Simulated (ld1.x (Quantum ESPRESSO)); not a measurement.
**Configuration tests for dysprosium (Dy) (PAW)**

* Element: Dy (Z = 66)
* Generator: ld1.x (Quantum ESPRESSO) 7.5
* Type: PAW
* Functional: PBEsol
* Relativity: fully relativistic
* Frozen core: [Kr] 4d10
* Valence charge: 20
* Reference configuration: 4f10 5s2 5p6 5d0.5 6s1.5 6p0
* Partial waves: 5s (bound): rcut 1.70, rcutus 1.80 bohr; 6s (bound): rcut 1.70, rcutus 1.80 bohr; 5p (bound): rcut 2.05, rcutus 2.25 bohr; 6p (bound, empty): rcut 2.05, rcutus 2.25 bohr; 5d (bound): rcut 3.65, rcutus 3.95 bohr; 5d channel at 1.25 Ry: rcut 3.65, rcutus 3.95 bohr; 4f (bound): rcut 1.45, rcutus 1.55 bohr; 4f channel at 1.9 Ry: rcut 1.45, rcutus 1.55 bohr
* Local potential: all-electron potential smoothed inside 3.45 bohr (lloc = -2)
* Core correction: Bessel-smoothed model core, default radius (core density twice the valence density)
* Augmentation charge: PSQ, inside the norm-conserving radii

Open shells are filled in proportion to 2j + 1 (rel_dist='average').

Energies are relative to the spin-unpolarised reference configuration 4f10 5s2 5p6 5d0.5 6s1.5 6p0; without spin polarisation the order of configurations can differ from experiment. The frozen-core shift is the all-electron ΔE with the core orbitals held at their reference shape minus the fully relaxed ΔE.

```
     valence configuration  charge  ΔE all-electron (eV)  error AE − PS (meV)  frozen-core shift (meV)
  4f10 5s2 5p6 5d0 6s0 6p0      +2                16.507                 -7.4                     +1.0
   4f9 5s2 5p6 5d1 6s2 6p0       0                 3.023                 -137                      +72
4f10 5s2 5p6 5d0 6s1.5 6p0    +0.5                 1.189                 -0.7                     +0.1
  4f10 5s2 5p5 5d0 6s2 6p0      +1                29.584                  -26                     +6.2
  4f10 5s2 5p6 5d1 6s0 6p0      +1                 7.053                 -1.4                     +0.1
```

Task: What are ΔE and the potential's error for 4f10 5s2 5p6 5d0 6s2 6p0?

Result: ΔE = -1.303 eV all-electron; the error (AE − PS) is -0.1 meV.

Task: What are ΔE and the potential's error for 4f10 5s2 5p6 5d0 6s1 6p0?

Result: ΔE = 4.950 eV all-electron; the error (AE − PS) is -2.1 meV.

The ghost test of this file was not conclusive.
